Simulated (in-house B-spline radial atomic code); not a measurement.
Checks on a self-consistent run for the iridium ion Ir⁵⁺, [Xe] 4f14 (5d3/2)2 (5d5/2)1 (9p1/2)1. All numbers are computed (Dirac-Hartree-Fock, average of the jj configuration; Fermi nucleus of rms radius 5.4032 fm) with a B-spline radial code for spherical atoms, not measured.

```tsv
orbital	q	ε (Eh)	<1/r>	<r²>	small-component weight
1s1/2	2	-2818.26834	92.1331	0.000419551	0.085008
2s1/2	2	-500.62699	22.5693	0.00635441	0.019417
2p1/2	2	-478.67631	22.4857	0.00452847	0.019448
2p3/2	4	-418.74738	18.5772	0.00571687	0.017408
3s1/2	2	-121.71521	8.30026	0.0412288	0.0064698
3p1/2	2	-111.93322	8.20004	0.037799	0.0063977
3p3/2	4	-98.62101	7.19004	0.0442131	0.005819
3d3/2	4	-82.50817	7.06657	0.0341756	0.0056744
3d5/2	6	-79.65342	6.832	0.0359374	0.0055132
4s1/2	2	-29.52512	3.47934	0.202263	0.0021354
4p1/2	2	-25.36417	3.36761	0.207738	0.002043
4p3/2	4	-22.17374	3.03378	0.239649	0.0018395
4d3/2	4	-15.34567	2.82077	0.257224	0.0016363
4d5/2	6	-14.73220	2.73795	0.269282	0.0015762
4f5/2	6	-5.98369	2.3472	0.333021	0.001204
4f7/2	8	-5.85615	2.31767	0.340327	0.0011818
5s1/2	2	-7.03706	1.38506	1.06113	0.0005076
5p1/2	2	-5.62123	1.27581	1.22731	0.00044253
5p3/2	4	-5.00014	1.16847	1.41063	0.00039106
5d3/2	2	-3.12912	0.941241	2.11481	0.00026556
5d5/2	1	-3.05196	0.915604	2.21522	0.0002533
9p1/2	1	-0.46285	0.142394	103.089	1.7681e-05
```

Electron-electron repulsion V_ee = 6413.1633 hartree.

Question: What total energy follows from the eigenvalues?

Answer: The eigenvalues count the repulsion twice, so E = Σqε - V_ee = -11425.958 - 6413.163 = -17839.121 hartree; the run printed -17839.121.

Question: Does the Dirac virial theorem hold?

Answer: For a point nucleus E = -2c²Σq·w, with w the small-component weight. Here Σq·w = 0.47483 and c = 137.0360, so the ratio E/(-2c²Σq·w) is 1.000319; the finite nucleus accounts for the departure from 1.

Question: What diamagnetic shielding (Lamb formula) and susceptibility (Langevin formula) do the radii give?

Answer: σ = (α²/3)Σq<1/r> = 578.805/(3·137.036²) = 10274 ppm, and χ = -0.79199×10⁻⁶·Σq<r²> = -102.7×10⁻⁶ cm³/mol with Σq<r²> = 129.63 bohr². Both are non-relativistic formulas without the paramagnetism of open shells; for so heavy an element the full relativistic shielding is larger by tens of per cent.
